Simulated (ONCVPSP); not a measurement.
# He ONCV: all-electron and pseudo phase curves

He, optimised norm-conserving Vanderbilt (ONCV), made with ONCVPSP 4.0.1 (LDA (Perdew-Zunger), scalar-relativistic). Core none, reference 1s2. Waves: 1s: rc 0.50 bohr, ncon 5, nbas 9, qcut 10.1 1/bohr, 2 projectors, debl 2.2 Ha. Local part: polynomial inside 0.30 bohr (lpopt 3, dvloc0 2 Ha). Core correction: none.

The phase is arctan(r·R′/R) of the radial function R(r), unwrapped; energies in Ha, scanned from -2 to 5 Ha. A pole is an energy at which the radial function vanishes at the test radius. The pseudo phase is shifted by a multiple of π to meet the all-electron one at the reference energy, and phase errors are pseudo minus all-electron; the curves can meet again beyond the range given. Levels narrower than the energy grid can be missing from the lists of poles.

```json
{"channel": "s", "radius (bohr)": "0.51", "reference energy (Ha)": "-0.57", "poles, all-electron": "none", "poles, pseudo": "none", "unbroken range about the reference energy with phases within 0.05 rad": "the whole range", "phase error 1 Ha above the reference energy (rad)": "-0.000"}
```

Phases in the s channel:

| E (Ha) | all-electron | pseudo |
| --- | --- | --- |
| -1.98 | -0.483 | -0.483 |
| -1.80 | -0.518 | -0.518 |
| -1.62 | -0.552 | -0.552 |
| -1.44 | -0.585 | -0.585 |
| -1.26 | -0.618 | -0.618 |
| -1.08 | -0.649 | -0.649 |
| -0.90 | -0.680 | -0.680 |
| -0.72 | -0.711 | -0.711 |
| -0.54 | -0.740 | -0.740 |
| -0.36 | -0.769 | -0.769 |
| -0.18 | -0.796 | -0.796 |
| 0.00 | -0.823 | -0.823 |
| 0.18 | -0.849 | -0.849 |
| 0.36 | -0.874 | -0.874 |
| 0.54 | -0.899 | -0.899 |
| 0.72 | -0.922 | -0.922 |
| 0.90 | -0.945 | -0.945 |
| 1.08 | -0.967 | -0.967 |
| 1.26 | -0.989 | -0.989 |
| 1.44 | -1.010 | -1.010 |
| 1.62 | -1.030 | -1.030 |
| 1.80 | -1.049 | -1.049 |
| 1.98 | -1.068 | -1.068 |
| 2.16 | -1.086 | -1.086 |
| 2.34 | -1.103 | -1.103 |
| 2.52 | -1.120 | -1.120 |
| 2.70 | -1.137 | -1.137 |
| 2.88 | -1.152 | -1.152 |
| 3.06 | -1.168 | -1.168 |
| 3.24 | -1.183 | -1.183 |
| 3.42 | -1.197 | -1.197 |
| 3.60 | -1.211 | -1.211 |
| 3.78 | -1.225 | -1.225 |
| 3.96 | -1.238 | -1.238 |
| 4.14 | -1.251 | -1.251 |
| 4.32 | -1.263 | -1.263 |
| 4.50 | -1.275 | -1.275 |
| 4.68 | -1.287 | -1.287 |
| 4.86 | -1.299 | -1.299 |
